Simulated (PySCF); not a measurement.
A calculated (LDA, PySCF 2.14, aug-cc-pwCVQZ, no relativity, point nucleus) atom or ion has these occupied shells.

```
shell  electrons  orbital energy (eV)  rms radius, mean of both spins (bohr)
 1s α          1              -270.50                                  0.318
 1s β          1              -269.57                                  0.318
 2s α          1              -14.364                                   1.76
 2s β          1              -11.871                                   1.76
 2p α          2               -6.128                                   1.98
```

Question: Name the element and its charge.

Answer: C (carbon, neutral), in [He] 2s2 2p2, high-spin 3P determinant.
